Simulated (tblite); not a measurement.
Species: methyl propyl sulfone, C₄H₁₀O₂S.
Atom-mapped SMILES: `[CH3:1][CH2:2][CH2:3][S:4]([CH3:5])(=[O:6])=[O:7]` (hydrogens: H8, H9, H10 on C1; H11, H12 on C2; H13, H14 on C3; H15, H16, H17 on C5)

Computed with GFN2-xTB (tblite), gas phase: nudged elastic band of 9 images (0 to 8), spring 0.2 eV/Å², climbing image at the end, force threshold 0.05 eV/Å. The top image wasn't refined or checked by frequencies; at this threshold it can lie a kcal/mol or more above the true saddle point of the method.

The band describes a rotation about C2–C3 (chain CH2 carbon, sp3 carbon bound to sulfur), followed by the dihedral C1–C2–C3–S4, from the optimised start (73°) to a second optimised geometry at 179°.

Q: Give the energy profile along the converged band.

A: 
```tsv
image	dihedral (°)	E (kcal/mol)	C2–C3 (Å)	C1···S4 (Å)	largest true force (eV/Å)
0	73	0.00	1.518	3.28	0.01
1	86	0.41	1.520	3.42	0.03
2	99	1.34	1.522	3.59	0.04
3	112	2.16	1.524	3.74	0.04
4	125	2.45	1.525	3.87	0.04
5	139	2.14	1.523	3.97	0.05
6	152	1.49	1.520	4.05	0.06
7	166	0.86	1.517	4.10	0.05
8	179	0.34	1.517	4.10	0.01
```

Barriers of this band. The top is image 4 at 125°: 2.45 kcal/mol forward and 2.11 kcal/mol back; the end lies 0.34 kcal/mol above the start. The central bond is 0.007 Å longer at the top than at the start.

Q: What rate follows at 250 K for crossing this barrier forward?

A: Taking the electronic barrier for the free energy of activation (no zero-point or entropy terms, transmission 1), rate = (kT/h)·exp(−ΔE/kT) ≈ 4 × 10^10 s⁻¹, whose inverse is 3 × 10^-11 s. An error of 1 kcal/mol in the barrier changes this by a factor of 7, and the method and the loose band can each miss by that much or more.

Q: How would the two end points share their population at 250 K, from these energies alone?

A: exp(−ΔE/kT) with ΔE = 0.015 eV gives 0.5 for the higher one (end) against 1 for the lower, without vibrational, rotational or degeneracy terms. GFN2-xTB can put conformers this close in the wrong order.

Q: How long is the path, and how are the images spaced?

A: Cartesian distances between aligned neighbours (all atoms, Å): 0.62, 0.62, 0.62, 0.61, 0.61, 0.60, 0.61, 0.72; the sum is 5.03 Å, and the top lies 49 % of the way along.

What follows is the cost of the whole band run. The run took 10 s on an Intel Xeon at 2.50 GHz with one thread, shared host with 64 logical CPUs at a one-minute load of 56, and the process peaked at 0.18 GiB of memory.
